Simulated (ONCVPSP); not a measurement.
# Before and after: ONCV potential for hafnium (Hf)

| Item | Value |
| --- | --- |
| Element | Hf (Z = 72) |
| Generator | ONCVPSP 4.0.1 |
| Type | optimised norm-conserving Vanderbilt (ONCV) |
| Functional | PW91 |
| Relativity | fully relativistic |
| Frozen core | [Kr] 4d10 4f14 |
| Valence charge | 12 |
| Reference configuration | 5s2 5p6 5d2 6s2 |
| Partial waves | 5s+6s: rc 1.80 bohr, ncon 3, nbas 6, qcut 6.4 1/bohr, 2 projectors; 5p: rc 1.30 bohr, ncon 4, nbas 7, qcut 5.5 1/bohr, 2 projectors, debl 1.6 Ha; 5d: rc 2.20 bohr, ncon 5, nbas 9, qcut 3.7 1/bohr, 2 projectors, debl 1.7 Ha; f scattering state at 0.12 Ha: rc 2.20 bohr, ncon 3, nbas 7, qcut 5.4 1/bohr, 1 projector |
| Local potential | polynomial inside 1.25 bohr (lpopt 1, dvloc0 -1 Ha) |
| Core correction | Teter function, fcfact 6, rcfact 1.75 |

Open shells are filled in proportion to 2j + 1.

All-electron outer shells of the reference configuration (PW91, scalar-relativistic, ld1.x):

| shell | level (eV) | outermost node (bohr) | outermost maximum (bohr) |
| --- | --- | --- | --- |
| 5s | -67.07 | 0.55 | 1.01 |
| 5p | -35.62 | 0.60 | 1.16 |
| 4f | -16.89 | – | 0.45 |
| 6s | -5.16 | 1.37 | 2.89 |
| 5d | -2.74 | 0.67 | 1.69 |

Change: core correction Teter function, fcfact 6, rcfact 1.82.

Cutoffs: the cutoffs (Ha) at which the residual kinetic energy of the hardest occupied pseudo-wave falls to 1 and 0.1 mHa per electron; they do not see the model core or the augmentation charge, which bear on the density cutoff. Errors are all-electron minus pseudo energies relative to the spin-unpolarised reference configuration.

Q: Predict the effect on cutoff, ghosts and configuration errors.

A: The potential gets neither clearly harder nor softer (76 Ha and 90 Ha → 76 Ha and 90 Ha); of the 3 tests that both files solve, the error grows in 2 and shrinks in 0 by more than 15 % and 0.3 meV (median size 6.1 → 9.1 meV); neither file shows a bound ghost. A model core, the more so a compact one, raises the density cutoff, which this test does not measure.

| quantity | base | changed |
| --- | --- | --- |
| cutoff, loose | 76 Ha | 76 Ha |
| cutoff, tight | 90 Ha | 90 Ha |
| bound ghosts | none | none |
| GHOST(+) flags under 300 eV | s at 143.5 eV | s at 143.5 eV |
| tests with a reliable result | 3 of 4 | 3 of 4 |
| error for 5s2 5p6 5d2 6s1, meV [ΔE 8.03 eV] | -6.1 | -9.1 |
| error for 5s2 5p6 5d2 6s0, meV [ΔE 22.26 eV] | -50 | -80 |
| error for 5s2 5p6 5d2.5 6s1.5, meV [ΔE 1.25 eV] | -4.2 | -4.8 |
| s: phases at 1.82 bohr within 0.05 rad from the reference energy up to (Ha; the scan ends near 5) | 4.8 | 4.8 |
| p3/2: phases at 1.32 bohr within 0.05 rad from the reference energy up to (Ha; the scan ends near 5) | to the end of the scan | to the end of the scan |
| p1/2: phases at 1.32 bohr within 0.05 rad from the reference energy up to (Ha; the scan ends near 5) | to the end of the scan | to the end of the scan |
| d5/2: phases at 2.24 bohr within 0.05 rad from the reference energy up to (Ha; the scan ends near 5) | to the end of the scan | to the end of the scan |
| d3/2: phases at 2.24 bohr within 0.05 rad from the reference energy up to (Ha; the scan ends near 5) | to the end of the scan | to the end of the scan |
| f7/2: phases at 2.24 bohr within 0.05 rad from the reference energy up to (Ha; the scan ends near 5) | 0.5 | 0.5 |
| f5/2: phases at 2.24 bohr within 0.05 rad from the reference energy up to (Ha; the scan ends near 5) | 0.5 | 0.5 |
| rms error of d²Exc/dni dnj with the model core, mHa | 2.20 | 2.54 |
